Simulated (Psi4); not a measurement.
carbon monosulfide (CS), singlet, at a GFN2-xTB geometry. Base run: MP2/def2-SVP (Psi4).

The Psi4 input:
```
memory 2 GB

molecule {
0 1
  C    -0.00000000   -0.00000000   -1.10631145
  S     0.00000000    0.00000000    0.41486679
}

set basis def2-svp

energy('mp2')
print_variables()
```

Each row names what was changed in the base input (with any setting that the change needs).

| change | ΔE vs base (mEh) | MP2 correlation (Eh) | basis functions |
|---|---|---|---|
| base | 0.000 | -0.25312 | 32 |
| scf_type = pk; mp2_type = conv | 0.004 | -0.25305 | 32 |
| method = ccsd(t) | -29.617 | -0.25305 | 32 |
| method = cepa(1) | ? | -0.25305 | 32 |
| method = dlpno-mp2 | 0.077 | -0.25305 | 32 |
| method = mp2.5 | -4.186 | -0.25312 | 32 |
| cc_type = df | 0.000 | -0.25312 | 32 |
| method = ccsd | ? | -0.25305 | 32 |
| method = qcisd(t) | ? | -0.25305 | 32 |
| method = omp2 | -8.970 | -0.25312 | 32 |

Question: Fill in the missing entries.

Answer: 
- method = cepa(1), ΔE vs base (mEh): -20.525
- method = ccsd, ΔE vs base (mEh): -14.895
- method = qcisd(t), ΔE vs base (mEh): -30.665
